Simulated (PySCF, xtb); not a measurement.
In(Cl)(Me)2 (C2H6ClIn), SMILES [CH3][In]([CH3])[Cl].

Harmonic wavenumbers (cm⁻¹) from GFN2-xTB run with xtb at its own minimum, in rising order: 16, 21, 89, 92, 99, 288, 400, 456, 588, 607, 630, 654, 1172, 1190, 1420, 1423, 1429, 1430, 2978, 2988, 2992, 2995, 3000, 3005.

Question: What does PySCF with PBE-D3(BJ)/def2-SVP give at its own minimum? (An estimate is asked for; the answer gives what the named calculation found.)

Answer: 25, 33, 109, 110, 116, 332, 459, 510, 632, 685, 708, 727, 1128, 1131, 1376, 1376, 1380, 1381, 2989, 2989, 3102, 3103, 3113, 3113. Paired by order, the mean absolute difference is 52 cm⁻¹ and the zero-point energies are 42.8 and 43.8 kcal/mol.
